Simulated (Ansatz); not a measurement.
Ansatz (a program for electronic structure) input (HF/3-21G): The .json file is the Basis Set Exchange's 3-21G.

Ansatz 0.2 input:
```yaml
crystal:
  periodic: [false, false, false]
  atoms:
    - {symbol: Cd, position_ang: [0.75928600, 0.05687900, -0.07853800]}
    - {symbol: Br, position_ang: [-0.80994800, 1.80832100, -1.40510800]}
    - {symbol: Br, position_ang: [-0.23135900, -1.88632600, 1.51281700]}
basis:
  gaussian:
    orbitals: 3-21G.json
hamiltonian:
  xc: {name: HF}
total_charge: -1
magnetization: {spin_polarized: true, initial_magnetization: 1}
relax: {f_tol: 0.003, max_steps: 120}
```

Output:

```
Functional definition: HF
integrals: 0.03 GiB planned
965 factors; integrals over basis functions are off by at most 1.6e-4 eV
mean field: 0.77 GiB planned
mean field evaluation 1: about -287364.1625 eV, gradient 8.0e0 eV
mean field evaluation 2: about -287364.1684 eV, gradient 8.0e0 eV
mean field evaluation 4: about -287364.7974 eV, gradient 1.3e0 eV
mean field evaluation 8: about -287364.8519 eV, gradient 4.1e-3 eV
mean field -287364.85190218 eV, -10560.4635245127 hartree, gradient 2.6e-5 eV, S^2 0.753220; 0 other end points of the search recorded, 0 dependent functions left out
the calculation of the forces begins
reference -287364.85190218 eV, -10560.4635245127 hartree; 60, 59 occupied and 25, 26 virtual orbitals, 965 factors
relax step   1: F+E_penalty+E_count = -287364.85190218 eV  Δ(F+E_penalty+E_count) = +0.000e0 eV  max|allowed force component| = 2.767e-1 eV/Å  Δτ_max = 0.0000 Å  (36 SCF iters, accepted)
these checks for a lower state are left out or cut short: starts, cluster_reference, orbital_swaps, neighbouring_geometries, increment
integrals: 0.03 GiB planned
965 factors; integrals over basis functions are off by at most 1.6e-4 eV
mean field: 0.77 GiB planned
mean field evaluation 16: about -287364.8729 eV, gradient 1.8e-5 eV
mean field -287364.87290854 eV, -10560.4642964819 hartree, gradient 1.8e-5 eV, S^2 0.753090; 0 other end points of the search recorded, 0 dependent functions left out
the calculation of the forces begins
reference -287364.87290854 eV, -10560.4642964819 hartree; 60, 59 occupied and 25, 26 virtual orbitals, 965 factors
relax step   2: F+E_penalty+E_count = -287364.87290854 eV  Δ(F+E_penalty+E_count) = -2.101e-2 eV  max|allowed force component| = 2.212e-2 eV/Å  Δτ_max = 0.0946 Å  (33 SCF iters, accepted)
these checks for a lower state are left out or cut short: starts, cluster_reference, orbital_swaps, neighbouring_geometries, increment
integrals: 0.03 GiB planned
965 factors; integrals over basis functions are off by at most 1.6e-4 eV
mean field: 0.77 GiB planned
mean field -287364.87372585 eV, -10560.4643265176 hartree, gradient 2.2e-5 eV, S^2 0.753038; 0 other end points of the search recorded, 0 dependent functions left out
the calculation of the forces begins
reference -287364.87372585 eV, -10560.4643265176 hartree; 60, 59 occupied and 25, 26 virtual orbitals, 965 factors
relax step   3: F+E_penalty+E_count = -287364.87372585 eV  Δ(F+E_penalty+E_count) = -8.173e-4 eV  max|allowed force component| = 7.161e-3 eV/Å  Δτ_max = 0.0252 Å  (25 SCF iters, accepted)
these checks for a lower state are left out or cut short: starts, cluster_reference, orbital_swaps, neighbouring_geometries, increment
integrals: 0.03 GiB planned
965 factors; integrals over basis functions are off by at most 1.6e-4 eV
mean field: 0.77 GiB planned
mean field -287364.87373367 eV, -10560.4643268049 hartree, gradient 1.8e-5 eV, S^2 0.753039; 0 other end points of the search recorded, 0 dependent functions left out
the calculation of the forces begins
reference -287364.87373367 eV, -10560.4643268049 hartree; 60, 59 occupied and 25, 26 virtual orbitals, 965 factors
relax step   4: F+E_penalty+E_count = -287364.87373367 eV  Δ(F+E_penalty+E_count) = -7.819e-6 eV  max|allowed force component| = 6.001e-4 eV/Å  Δτ_max = 0.0018 Å  (27 SCF iters, accepted)
integrals: 0.03 GiB planned
965 factors; integrals over basis functions are off by at most 1.6e-4 eV
mean field: 0.77 GiB planned
mean field evaluation 32: about -287364.8737 eV, gradient 1.8e-5 eV
mean field -287364.87373367 eV, -10560.4643268049 hartree, gradient 1.8e-5 eV, S^2 0.753039; 1 other end points of the search recorded, 0 dependent functions left out
the calculation of the forces begins
reference -287364.87373367 eV, -10560.4643268049 hartree; 60, 59 occupied and 25, 26 virtual orbitals, 965 factors
Total energy: -287364.87373367 eV, -10560.4643268049 hartree
Atom 0 at     0.872200     0.065337    -0.090217 Å, force    -0.000600    -0.000045     0.000062 eV/Å
Atom 1 at    -0.856377     1.740059    -1.348697 Å, force     0.000353    -0.000314     0.000234 eV/Å
Atom 2 at    -0.297844    -1.826522     1.468085 Å, force     0.000247     0.000359    -0.000296 eV/Å
Dipole moment:     0.407743     0.030544    -0.042175 e Å
```

The dipole moment of an ion depends on the origin.

The geometry given is a B3LYP-D3(BJ)/def2-TZVP minimum.
